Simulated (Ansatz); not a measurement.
This Ansatz (an electronic-structure program) input (wB97M-V/pcseg-3) gives -100.46695 Eh with 93 basis functions. A basis named .json is the Basis Set Exchange file of that set (core-valence sets with the plain set on hydrogen).

Ansatz 0.2 input:
```yaml
crystal:
  periodic: [false, false, false]
  atoms:
    - {symbol: F, position_ang: [-0.02465608, 0.60090663, 0.35636427]}
    - {symbol: H, position_ang: [0.12276699, -0.22328527, -0.05523069]}
basis:
  gaussian:
    orbitals: pcseg-3.json
hamiltonian:
  xc: {name: wB97M-V}
magnetization: {spin_polarized: false}
```

Change:
```diff
- orbitals: pcseg-3.json
+ orbitals: cc-pVTZ
```

### Question
What does the run give now?

### Answer
-100.45075 Eh (wB97M-V/cc-pVTZ, 44 functions), a change of +16.20 mEh.
